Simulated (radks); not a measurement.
Results of a calculation; reference values are marked as such.
Initial-state core-level shifts of the arsenic ion As3+ when its valence configuration changes from [Ar] 3d10 4s2. Level of theory: scalar-relativistic Kohn-Sham, r2SCAN, spin-unpolarised, spherical densities, finite nucleus; meta-GGA in the generalised Kohn-Sham scheme; Fermi nuclear charge, rms radius 4.0968 fm (a radial shooting solver on a logarithmic mesh with Libxc functionals). Shifts are changes of the shell-averaged eigenvalues in eV (positive: less bound); the change of the density at the nucleus, which sets a Mossbauer isomer shift, is in e/bohr^3, on a base of 3.599e+04.

| valence | 1s | 2p | 3s | 3p | density at nucleus |
|---|---|---|---|---|---|
| 3d10 4p2 | -3.286 | -3.142 | -3.228 | -3.213 | -57.755 |
| 3d9 4s1 4p2 | -16.187 | -17.346 | -14.407 | -14.136 | -18.308 |
| 3d9 4s2 4p1 | -14.618 | -15.835 | -12.875 | -12.611 | +13.197 |
| 3d10 4s1 4p1 | -1.657 | -1.587 | -1.627 | -1.620 | -28.844 |
| 3d8 4s2 4p2 | -30.046 | -32.635 | -26.004 | -25.486 | +28.198 |
| 3d8.5 4s2 4p1.5 | -22.232 | -24.117 | -19.411 | -19.019 | +20.512 |
| 3d9.5 4s2 4p0.5 | -7.205 | -7.793 | -6.401 | -6.269 | +6.307 |
